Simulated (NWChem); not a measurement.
Program: NWChem. System: MgO, charge 0, spin multiplicity 1, at a geometry optimised with PBE0/def2-SVP. The structure started from a generated list of species. Level: RHF/def2-TZVP.

Input file:

```
start mol
memory heap 200 mb stack 900 mb global 1100 mb
geometry units angstroms nocenter noautoz
  Mg     0.000000     0.000000     0.699045
  O      0.000000     0.000000    -1.048568
  symmetry group C2v
end
basis spherical
  * library def2-tzvp
end
scf
  rhf
  nopen 0
  maxiter 100
  thresh 1e-7
  semidirect memsize 60000000 filesize 0
end
task scf energy
```

Output (cleaned and shortened):

```
             Northwest Computational Chemistry Package (NWChem) 7.3.0
             --------------------------------------------------------

                                NWChem Input Module
                                -------------------

 Scaling coordinates for geometry "geometry" by  1.889725989
 (inverse scale =  0.529177249)

 Turning off AUTOSYM since
 SYMMETRY directive was detected!

                             Geometry "geometry" -> ""
                             -------------------------

 Output coordinates in angstroms (scale by  1.889725989 to convert to a.u.)

  No.       Tag          Charge          X              Y              Z
 ---- ---------------- ---------- -------------- -------------- --------------
    1 Mg                  12.0000     0.00000000     0.00000000     0.69904500
    2 O                    8.0000     0.00000000     0.00000000    -1.04856800

 Effective nuclear repulsion energy (a.u.)      29.0688017908

            Nuclear Dipole moment (a.u.)
            ----------------------------
        X                 Y               Z
 ---------------- ---------------- ----------------
     0.0000000000     0.0000000000    -0.0000075589

      Symmetry information
      --------------------

 Group name             C2v
 Group number             16
 Group order               4
 No. of unique centers     2

      Symmetry unique atoms

     1    2


 Summary of "ao basis" -> "" (spherical)
 ------------------------------------------------------------------------------
       Tag                 Description            Shells   Functions and Types
 ---------------- ------------------------------  ------  ---------------------
 *                         def2-tzvp                  on all atoms

 Summary of "ao basis" -> "ao basis" (spherical)
 ------------------------------------------------------------------------------
       Tag                 Description            Shells   Functions and Types
 ---------------- ------------------------------  ------  ---------------------
 Mg                        def2-tzvp                12       32   5s4p3d
 O                         def2-tzvp                11       31   5s3p2d1f

                                 NWChem SCF Module
                                 -----------------

  ao basis        = "ao basis"
  functions       =    63
  atoms           =     2
  closed shells   =    10
  open shells     =     0
  charge          =   0.00
  wavefunction    = RHF
  use symmetry    = T
  symmetry adapt  = T

 Summary of "ao basis" -> "ao basis" (spherical)
 ------------------------------------------------------------------------------
       Tag                 Description            Shells   Functions and Types
 ---------------- ------------------------------  ------  ---------------------
 Mg                        def2-tzvp                12       32   5s4p3d
 O                         def2-tzvp                11       31   5s3p2d1f

      Symmetry analysis of basis
      --------------------------

        a1         29
        a2          6
        b1         14
        b2         14

 Forming initial guess at       0.1s

      Superposition of Atomic Density Guess
      -------------------------------------

 Sum of atomic energies:        -274.39093843

      Non-variational initial energy
      ------------------------------

 Total energy =    -274.193416
 1-e energy   =    -440.304756
 2-e energy   =     137.042538
 HOMO         =      -0.448438
 LUMO         =      -0.175508

      Symmetry analysis of molecular orbitals - initial
      -------------------------------------------------

 !! scf_movecs_sym_adapt:   40 vectors were symmetry contaminated

  Symmetry fudging

 !! scf_movecs_sym_adapt:   38 vectors were symmetry contaminated

  Numbering of irreducible representations:

     1 a1          2 a2          3 b1          4 b2

  Orbital symmetries:

     1 a1          2 a1          3 a1          4 a1          5 b1
     6 b2          7 a1          8 a1          9 b2         10 b1
    11 a1         12 b2         13 b1         14 a1         15 a1
    16 a1         17 a2         18 b1         19 b2         20 a1

 Starting SCF solution at       0.5s

 ----------------------------------------------
         Quadratically convergent ROHF

 Convergence threshold     :          1.000E-07
 Maximum no. of iterations :          100
 Final Fock-matrix accuracy:          1.000E-09
 ----------------------------------------------

              iter       energy          gnorm     gmax       time
             ----- ------------------- --------- --------- --------
                 1     -274.1438560510  1.90D+00  5.40D-01      0.5
                 2     -274.3367052879  5.19D-01  1.75D-01      0.5
                 3     -274.3610866028  4.86D-01  2.15D-01      0.5
                 4     -274.3720327079  1.35D-01  4.93D-02      0.5
                 5     -274.3746101542  1.98D-02  1.03D-02      0.6
                 6     -274.3746779115  4.06D-04  2.21D-04      0.7
                 7     -274.3746779615  3.96D-07  2.06D-07      0.7
                 8     -274.3746779615  3.56D-09  1.25D-09      0.8

       Final RHF  results
       ------------------

         Total SCF energy =   -274.374677961493
      One-electron energy =   -442.224803504830
      Two-electron energy =    138.781323752568
 Nuclear repulsion energy =     29.068801790769

        Time for solution =      0.3s

       Symmetry analysis of molecular orbitals - final
       -----------------------------------------------

  Numbering of irreducible representations:

     1 a1          2 a2          3 b1          4 b2

  Orbital symmetries:

     1 a1          2 a1          3 a1          4 b2          5 b1
     6 a1          7 a1          8 b2          9 b1         10 a1
    11 a1         12 b2         13 b1         14 a1         15 a1
    16 a1         17 a2         18 b1         19 b2         20 a1

             Final eigenvalues
             -----------------

              1
    1  -49.0526
    2  -20.4423
    3   -3.7941
    4   -2.3114
    5   -2.3114
    6   -2.3096
    7   -1.0822
    8   -0.3538
    9   -0.3538
   10   -0.3200
   11   -0.0480
   12    0.0526
   13    0.0526
   14    0.1122
   15    0.1672
   16    0.1875
   17    0.1875
   18    0.2349
   19    0.2349
   20    0.2553

                       ROHF Final Molecular Orbital Analysis
                       -------------------------------------

 Vector    8  Occ=2.000000D+00  E=-3.537767D-01  Symmetry=b2
              MO Center=  2.3D-32, -2.4D-16, -9.5D-01, r^2= 9.2D-01
   Bfn.  Coefficient  Atom+Function         Bfn.  Coefficient  Atom+Function
  ----- ------------  ---------------      ----- ------------  ---------------
    39      0.431544  2 O  py                42      0.388774  2 O  py
    45      0.299343  2 O  py

 Vector    9  Occ=2.000000D+00  E=-3.537767D-01  Symmetry=b1
              MO Center= -9.1D-18, -3.7D-32, -9.5D-01, r^2= 9.2D-01
   Bfn.  Coefficient  Atom+Function         Bfn.  Coefficient  Atom+Function
  ----- ------------  ---------------      ----- ------------  ---------------
    38      0.431544  2 O  px                41      0.388774  2 O  px
    44      0.299343  2 O  px

 Vector   10  Occ=2.000000D+00  E=-3.199915D-01  Symmetry=a1
              MO Center= -2.7D-16,  5.2D-16, -5.0D-01, r^2= 2.1D+00
   Bfn.  Coefficient  Atom+Function         Bfn.  Coefficient  Atom+Function
  ----- ------------  ---------------      ----- ------------  ---------------
     4      0.530171  1 Mg s                 40      0.345306  2 O  pz
    43      0.318767  2 O  pz                 3     -0.230539  1 Mg s
    46      0.223737  2 O  pz

 Vector   11  Occ=0.000000D+00  E=-4.800189D-02  Symmetry=a1
              MO Center= -1.0D-15,  3.6D-15,  1.4D+00, r^2= 4.7D+00
   Bfn.  Coefficient  Atom+Function         Bfn.  Coefficient  Atom+Function
  ----- ------------  ---------------      ----- ------------  ---------------
     5      0.713177  1 Mg s                 17      0.414364  1 Mg pz
    40     -0.193500  2 O  pz                43     -0.172120  2 O  pz
    14      0.165853  1 Mg pz                46     -0.155043  2 O  pz

 Vector   12  Occ=0.000000D+00  E= 5.264171D-02  Symmetry=b2
              MO Center= -2.1D-31, -4.0D-15,  1.4D+00, r^2= 5.8D+00
   Bfn.  Coefficient  Atom+Function         Bfn.  Coefficient  Atom+Function
  ----- ------------  ---------------      ----- ------------  ---------------
    16      0.896870  1 Mg py                29      0.365857  1 Mg d -1

 Vector   13  Occ=0.000000D+00  E= 5.264171D-02  Symmetry=b1
              MO Center=  1.1D-15,  2.2D-31,  1.4D+00, r^2= 5.8D+00
   Bfn.  Coefficient  Atom+Function         Bfn.  Coefficient  Atom+Function
  ----- ------------  ---------------      ----- ------------  ---------------
    15      0.896870  1 Mg px                31     -0.365857  1 Mg d  1

 center of mass
 --------------
 x =   0.00000000 y =   0.00000000 z =  -0.00024241

 moments of inertia (a.u.)
 ------------------
         104.656981808976           0.000000000000           0.000000000000
           0.000000000000         104.656981808976           0.000000000000
           0.000000000000           0.000000000000           0.000000000000

  Mulliken analysis of the total density
  --------------------------------------

    Atom       Charge   Shell Charges
 -----------   ------   -------------------------------------------------------
    1 Mg  12    11.14   2.00  0.71  1.27  0.65  0.04  5.12  0.88  0.15  0.16  0.00  0.08  0.08
    2 O    8     8.86   0.79  1.18  0.59  0.97  0.39  1.73  1.93  1.27  0.00  0.01  0.00

       Multipole analysis of the density wrt the origin
       ------------------------------------------------

     L   x y z        total         open         nuclear
     -   - - -        -----         ----         -------
     0   0 0 0     -0.000000      0.000000     20.000000

     1   1 0 0      0.000000      0.000000      0.000000
     1   0 1 0     -0.000000      0.000000      0.000000
     1   0 0 1      3.517932      0.000000     -0.000008

     2   2 0 0    -10.480787      0.000000      0.000000
     2   1 1 0      0.000000      0.000000      0.000000
     2   1 0 1     -0.000000      0.000000      0.000000
     2   0 2 0    -10.480787      0.000000      0.000000
     2   0 1 1     -0.000000      0.000000      0.000000
     2   0 0 2    -10.105192      0.000000     52.351538

 Task  times  cpu:        0.8s     wall:        0.8s

 Total times  cpu:        0.8s     wall:        0.8s
```
